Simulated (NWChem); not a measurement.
System: cyclopentasilane (Si₅H₁₀); SMILES [SiH2]1[SiH2][SiH2][SiH2][SiH2]1

Output (shortened):

```
             Northwest Computational Chemistry Package (NWChem) 7.3.0
             --------------------------------------------------------

                             Geometry "geometry" -> ""
                             -------------------------

 Output coordinates in angstroms (scale by  1.889725989 to convert to a.u.)

  No.       Tag          Charge          X              Y              Z
 ---- ---------------- ---------- -------------- -------------- --------------
    1 Si                  14.0000     1.72137000     0.92410500    -0.34445300
    2 Si                  14.0000    -0.34227000     1.94717600     0.19389200
    3 Si                  14.0000    -1.97833100     0.23620900     0.01721600
    4 Si                  14.0000    -0.79436500    -1.80542200    -0.22627900
    5 Si                  14.0000     1.44294700    -1.31346800     0.35876700
    6 H                    1.0000     1.91298700     0.94871500    -1.82463300
    7 H                    1.0000     2.89076700     1.60468800     0.28155900
    8 H                    1.0000    -0.64865700     3.11382600    -0.68267300
    9 H                    1.0000    -0.29615800     2.43778500     1.60248000
   10 H                    1.0000    -2.87319300     0.46779700    -1.15324500
   11 H                    1.0000    -2.83304300     0.20970000     1.23932300
   12 H                    1.0000    -0.84276000    -2.23137200    -1.65580400
   13 H                    1.0000    -1.38010600    -2.90336200     0.59505100
   14 H                    1.0000     1.59200600    -1.38103000     1.84253800
   15 H                    1.0000     2.42776700    -2.25522700    -0.24596600

 Effective nuclear repulsion energy (a.u.)     490.1754198757

  xc_inp: hfexch multiplicative factor not found.
                              NWChem Property Module
                              ----------------------

  itol2e modified to match energy
  convergence criterion.

                                 NWChem DFT Module
                                 -----------------

 Summary of "ao basis" -> "ao basis" (spherical)
 ------------------------------------------------------------------------------
       Tag                 Description            Shells   Functions and Types
 ---------------- ------------------------------  ------  ---------------------
 Si                          6-31g*                  8       18   4s3p1d
 H                           6-31g*                  2        2   2s

[...]

          -----------------------------------------
          Chemical Shielding Tensors (GIAO, in ppm)
          -----------------------------------------

                                NWChem CPHF Module
                                ------------------

  scftype          =     RHF
  nclosed          =       40
  nopen            =        0
  variables        =     2800
  # of vectors     =        3
  tolerance        = 0.10D-03
  level shift      = 0.00D+00
  max iterations   =       50
  max subspace     =       30

 SCF residual:    8.4653278070681089E-006

Iterative solution of linear equations
  No. of variables     2800
  No. of equations        3
  Maximum subspace       30
        Iterations       50
       Convergence  1.0D-04

   iter   nsub   residual    time
   ----  ------  --------  ---------
     1      3    1.82D+00      79.2
     2      6    1.88D-01      81.7
     3      9    2.12D-02      84.3
     4     12    5.68D-03      87.0
     5     15    1.37D-03      89.5
     6     18    1.88D-04      92.1
     7     21    2.48D-05      94.7

      Atom:    1  Si
        Diamagnetic
    881.8219     -0.6411     -0.9390
     -0.6411    882.6330     -0.7510
     -0.9390     -0.7510    876.7515

        Paramagnetic
   -351.9032      2.0274      8.3795
      2.0274   -352.9757      5.0895
      8.3795      5.0895   -359.7540

        Total Shielding Tensor
    529.9187      1.3863      7.4405
      1.3863    529.6573      4.3385
      7.4405      4.3385    516.9975

           isotropic =     525.5245
          anisotropy =      14.4923

          Principal Components and Axis System
                 1           2           3
              535.1861    528.4813    512.9062

      1         0.7397     -0.5564     -0.3785
      2         0.5203      0.8296     -0.2026
      3         0.4267     -0.0471      0.9032

      Atom:    2  Si
        Diamagnetic
    882.9815      0.2911     -0.6139
      0.2911    881.7041      0.6012
     -0.6139      0.6012    876.3569

        Paramagnetic
   -349.8113      0.1538      3.0756
      0.1538   -355.3031     -8.2518
      3.0756     -8.2518   -350.3566

        Total Shielding Tensor
    533.1701      0.4449      2.4618
      0.4449    526.4010     -7.6506
      2.4618     -7.6506    526.0004

           isotropic =     528.5238
          anisotropy =       9.8002

          Principal Components and Axis System
                 1           2           3
              535.0573    532.2576    518.2566

      1        -0.6499      0.7472     -0.1389
      2         0.4843      0.5480      0.6821
      3        -0.5857     -0.3760      0.7180

      Atom:    3  Si
        Diamagnetic
    881.7764      0.1645      0.0090
      0.1645    883.0729      0.6105
      0.0090      0.6105    876.2163

        Paramagnetic
   -358.7244      1.4010      0.8059
      1.4010   -346.8148     -1.6766
      0.8059     -1.6766   -342.7228

        Total Shielding Tensor
    523.0520      1.5654      0.8149
      1.5654    536.2581     -1.0660
      0.8149     -1.0660    533.4935

           isotropic =     530.9345
          anisotropy =       8.6988

          Principal Components and Axis System
                 1           2           3
              536.7337    533.2827    522.7871

      1         0.0917      0.1186      0.9887
      2         0.9525      0.2790     -0.1218
      3        -0.2903      0.9529     -0.0874

      Atom:    4  Si
        Diamagnetic
    882.7570     -0.5610      0.7548
     -0.5610    881.8770      0.5510
      0.7548      0.5510    876.4163

[...]
```

Level: Hartree-Fock/6-31G* (spherical d), GIAO. All runs use the structure optimised with B3LYP/6-31G* (spherical d). The printed shielding anisotropy is the first printed principal value minus the mean of the other two.

**Question.** Which NWChem input produces such a log?

**Answer.** Several could match; the one computed here: the input that was run:
```
start job
memory heap 200 mb stack 900 mb global 1100 mb
geometry units angstroms noautosym nocenter noautoz
  Si     1.721370     0.924105    -0.344453
  Si    -0.342270     1.947176     0.193892
  Si    -1.978331     0.236209     0.017216
  Si    -0.794365    -1.805422    -0.226279
  Si     1.442947    -1.313468     0.358767
  H      1.912987     0.948715    -1.824633
  H      2.890767     1.604688     0.281559
  H     -0.648657     3.113826    -0.682673
  H     -0.296158     2.437785     1.602480
  H     -2.873193     0.467797    -1.153245
  H     -2.833043     0.209700     1.239323
  H     -0.842760    -2.231372    -1.655804
  H     -1.380106    -2.903362     0.595051
  H      1.592006    -1.381030     1.842538
  H      2.427767    -2.255227    -0.245966
end
basis spherical
  * library 6-31g*
end
dft
  xc hfexch
  iterations 150
end
property
  shielding
end
task dft property
```
